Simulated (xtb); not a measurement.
xtb input (GFN2-xTB):

```bash
xtb mol.xyz --gfn 2 --ohess tight --chrg -1 --uhf 0
```
mol.xyz:
```
13

C     -0.58138877     1.76925328    -0.62582464
Ge     0.03762239     0.24070260     0.42378258
C      1.71444661    -0.30928015    -0.48129177
C     -1.30964237    -1.20320392     0.30062456
Cl     0.51611714     0.70737859     2.43256105
H     -1.67793104     1.71073405    -0.47824561
H     -0.15111213     2.73108370    -0.24829710
H      2.44249728    -0.53084178     0.25876926
H      1.42924246    -1.27433486    -1.05770078
H      2.02006407     0.48746957    -1.19564568
H     -2.04846521    -0.86331755    -0.49387666
H     -1.79972340    -1.28528582     1.26856045
H     -0.77218055    -2.07933626    -0.04057033
```

Output:

```
           -------------------------------------------------
          |                Calculation Setup                |
           -------------------------------------------------

           -------------------------------------------------
          |                 G F N 2 - x T B                 |
           -------------------------------------------------

        Reference                      10.1021/acs.jctc.8b01176
      * Hamiltonian:
        H0-scaling (s, p, d)           1.850000    2.230000    2.230000
        zeta-weighting                 0.500000
      * Dispersion:
        s8                             2.700000
        a1                             0.520000
        a2                             5.000000
        s9                             5.000000
      * Repulsion:
        kExp                           1.500000    1.000000
        rExp                           1.000000
      * Coulomb:
        alpha                          2.000000
        third order                    shell-resolved
        anisotropic                    true
        a3                             3.000000
        a5                             4.000000
        cn-shift                       1.200000
        cn-exp                         4.000000
        max-rad                        5.000000

          ...................................................
          :                      SETUP                      :
          :.................................................:
          :  # basis functions                  40          :
          :  # atomic orbitals                  38          :
          :  # shells                           20          :
          :  # electrons                        32          :
          :  max. iterations                   250          :
          :  Hamiltonian                  GFN2-xTB          :
          :  restarted?                      false          :
          :  GBSA solvation                  false          :
          :  PC potential                    false          :
          :  electronic temp.          300.0000000     K    :
          :  accuracy                    1.0000000          :
          :  -> integral cutoff          0.2500000E+02      :
          :  -> integral neglect         0.1000000E-07      :
          :  -> SCF convergence          0.1000000E-05 Eh   :
          :  -> wf. convergence          0.1000000E-03 e    :
          :  Broyden damping             0.4000000          :
          :  net charge                         -1          :
          :  unpaired electrons                  0          :
          ...................................................

 iter      E             dE          RMSdq      gap      omega  full diag
   1    -17.0469081 -0.170469E+02  0.621E+00    4.59       0.0  T
   2    -16.9706721  0.762360E-01  0.752E+00    4.59       1.0  T
   3    -17.2649399 -0.294268E+00  0.564E+00    3.95       1.0  T
   4    -17.1236817  0.141258E+00  0.377E+00    4.74       1.0  T
   5    -17.2626489 -0.138967E+00  0.898E-01    4.10       1.0  T
   6    -17.2729898 -0.103409E-01  0.285E-01    3.97       1.0  T
[...]
   Z      Z             #   av. dist./Å        max./Å        min./Å
   1 H    6 C           8     1.0893717     1.0961399     1.0860786
   6 C   32 Ge          1     1.8801216     1.8801216     1.8801216

           -------------------------------------------------
          |               Frequency Printout                |
           -------------------------------------------------
 projected vibrational frequencies (cm⁻¹)
eigval :       -0.00    -0.00    -0.00     0.00     0.00     0.00
eigval :       63.93    84.57   124.71   125.88   152.64   162.83
eigval :      176.89   209.80   285.97   495.52   533.16   644.50
eigval :      697.34   716.79   737.21   778.61   810.99   882.19
eigval :     1307.62  1309.56  1462.54  1491.60  1495.65  1499.47
eigval :     1505.98  2867.47  2869.84  2987.13  2993.74  3004.54
eigval :     3006.81  3017.23  3020.21
 reduced masses (amu)
   1: 39.10   2: 38.59   3: 36.83   4: 26.67   5: 36.33   6: 19.26   7:  2.40   8:  1.51
   9: 22.26  10: 18.07  11: 16.55  12: 18.57  13: 21.39  14: 47.29  15:  1.94  16: 14.97
  17: 22.50  18: 17.50  19:  3.01  20:  2.83  21:  6.42  22:  6.27  23:  4.84  24:  3.20
  25:  2.90  26:  2.78  27:  2.08  28:  1.66  29:  1.63  30:  1.66  31:  1.63  32:  2.02
  33:  1.51  34:  1.84  35:  1.79  36:  1.78  37:  1.71  38:  1.56  39:  1.67
 IR intensities (km·mol⁻¹)
   1:  5.95   2:  5.84   3:  3.91   4:  1.86   5:  3.06   6:  2.56   7:  0.05   8:  0.90
   9:  7.25  10: 12.31  11: 14.19  12:  5.18  13: 11.07  14:117.53  15:  9.47  16: 46.53
  17: 95.11  18: 91.10  19: 23.84  20:  0.02  21:133.15  22:106.57  23: 62.95  24: 54.07
  25:  0.08  26:  0.68  27: 12.37  28:  0.65  29:  1.30  30:  0.10  31:  3.57  32:177.34
  33:199.44  34:  4.92  35:185.56  36:101.59  37: 26.44  38:  5.05  39:110.51
 Raman intensities (Ä⁴*amu⁻¹)
Molecule has the following symmetry elements: (sigma)
It seems to be the Cs point group
   1:  0.00   2:  0.00   3:  0.00   4:  0.00   5:  0.00   6:  0.00   7:  0.00   8:  0.00
   9:  0.00  10:  0.00  11:  0.00  12:  0.00  13:  0.00  14:  0.00  15:  0.00  16:  0.00
  17:  0.00  18:  0.00  19:  0.00  20:  0.00  21:  0.00  22:  0.00  23:  0.00  24:  0.00
  25:  0.00  26:  0.00  27:  0.00  28:  0.00  29:  0.00  30:  0.00  31:  0.00  32:  0.00
  33:  0.00  34:  0.00  35:  0.00  36:  0.00  37:  0.00  38:  0.00  39:  0.00
 output can be read by thermo (or use thermo option).
 writing <g98.out> molden fake output.
 recommended (thermochemical) frequency scaling factor: 1.0
           -------------------------------------------------
          |             Thermodynamic Functions             |
           -------------------------------------------------

cs  symmetry found (for desy threshold:  0.10E+00) used in thermo

          ...................................................
          :                      SETUP                      :
          :.................................................:
          :  # frequencies                          33      :
          :  # imaginary freq.                       0      :
          :  linear?                             false      :
          :  only rotor calc.                    false      :
          :  symmetry                               cs      :
          :  rotational number                       1      :
          :  scaling factor                  1.0000000      :
          :  rotor cutoff                   50.0000000 cm⁻¹ :
          :  imag. cutoff                  -20.0000000 cm⁻¹ :
          :.................................................:

    mode    ω/cm⁻¹     T·S(HO)/kcal·mol⁻¹    T·S(FR)/kcal·mol⁻¹   T·S(vib)
   ------------------------------------------------------------------------
       1     63.93    -1.29161 ( 72.77%)    -0.98344 ( 27.23%)    -1.20769
       2     84.57    -1.12754 ( 89.11%)    -0.90060 ( 10.89%)    -1.10284
       3    124.71    -0.90223 ( 97.48%)    -0.78564 (  2.52%)    -0.89930
       4    125.88    -0.89683 ( 97.57%)    -0.78286 (  2.43%)    -0.89407
       5    152.64    -0.78682 ( 98.86%)    -0.72579 (  1.14%)    -0.78613
       6    162.83    -0.75034 ( 99.12%)    -0.70666 (  0.88%)    -0.74995
       7    176.89    -0.70392 ( 99.37%)    -0.68213 (  0.63%)    -0.70378
       8    209.80    -0.60984 ( 99.68%)    -0.63160 (  0.32%)    -0.60991
       9    285.97    -0.44654 ( 99.91%)    -0.53987 (  0.09%)    -0.44662
   ------------------------------------------------------------------------

   temp. (K)  partition function   enthalpy   heat capacity  entropy
                                   cal/mol     cal/K/mol   cal/K/mol   J/K/mol
 298.15  VIB  0.103E+04             4352.131     24.815     27.999
         ROT  0.286E+06              888.752      2.981     27.949
         INT  0.295E+09             5240.883     27.796     55.948
         TR   0.182E+28             1481.254      4.968     40.951
         TOT                        6722.1368    32.7641    96.8993   405.4266

       T/K    H(0)-H(T)+PV         H(T)/Eh          T*S/Eh         G(T)/Eh
   ------------------------------------------------------------------------
    298.15    0.107124E-01    0.105309E+00    0.460400E-01    0.592686E-01
   ------------------------------------------------------------------------

         :::::::::::::::::::::::::::::::::::::::::::::::::::::
         ::                  THERMODYNAMIC                  ::
         :::::::::::::::::::::::::::::::::::::::::::::::::::::
         :: total free energy         -17.108495921934 Eh   ::
         ::.................................................::
         :: total energy              -17.167764525959 Eh   ::
         :: zero point energy           0.094596168442 Eh   ::
         :: G(RRHO) w/o ZPVE           -0.035327564417 Eh   ::
         :: G(RRHO) contrib.            0.059268604024 Eh   ::
         :::::::::::::::::::::::::::::::::::::::::::::::::::::

optimized geometry written to: xtbopt.xyz

           -------------------------------------------------
Note: The following floating-point exceptions are signalling: IEEE_UNDERFLOW_FLAG IEEE_DENORMAL
normal termination of xtb
          | TOTAL ENERGY              -17.167764525959 Eh   |
          | TOTAL ENTHALPY            -17.062455950577 Eh   |
          | TOTAL FREE ENERGY         -17.108495921934 Eh   |
          | GRADIENT NORM               0.000070141521 Eh/α |
          | HOMO-LUMO GAP               3.845275657957 eV   |
           -------------------------------------------------

------------------------------------------------------------------------
------------------------------------------------------------------------
 total:
 SCF:
 ANC optimizer:
 analytical hessian:
```

It need not be the lowest isomer of its formula. Whether it binds its extra electron was not tested at this geometry.
